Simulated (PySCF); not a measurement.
C₃H₆F₂Si, SMILES [C@H]1([C@H]([SiH2]F)C1)F.

Geometry: PBE0-D3(BJ)/def2-SVP. The structure was generated by enumeration; whether it is a known compound was not checked. One conformer was computed; it need not be the lowest.

Method: TDA-PBE/def2-SVPD run with PySCF.

Vertical excitations. 

Computed excitation energies, oscillator strengths and character:
```csv
state,energy (eV),λ (nm),f,main pairs
S1,6.58,188,0.008,HOMO→LUMO 98 %
S2,6.85,181,0.013,HOMO−1→LUMO 98 %
S3,7.13,174,0.001,HOMO→LUMO+1 99 %
S4,7.45,166,0.018,HOMO−1→LUMO+1 98 %
S5,7.48,166,0.003,"HOMO−2→LUMO 55 %, HOMO→LUMO+2 43 %"
S6,7.56,164,0.013,"HOMO→LUMO+2 54 %, HOMO−2→LUMO 42 %"
S7,7.73,160,0.005,"HOMO→LUMO+3 60 %, HOMO−3→LUMO 37 %"
S8,7.75,160,0.004,"HOMO−3→LUMO 61 %, HOMO→LUMO+3 34 %"
S9,7.82,159,0.013,"HOMO−1→LUMO+2 73 %, HOMO→LUMO+4 22 %"
S10,7.86,158,0.007,"HOMO→LUMO+4 76 %, HOMO−1→LUMO+2 20 %"
T1,6.36,195,0,HOMO→LUMO 99 %
T2,6.63,187,0,HOMO−1→LUMO 98 %
T3,7.00,177,0,HOMO→LUMO+1 98 %
T4,7.20,172,0,HOMO−2→LUMO 97 %
```
Triplets are in the Tamm–Dancoff approximation.
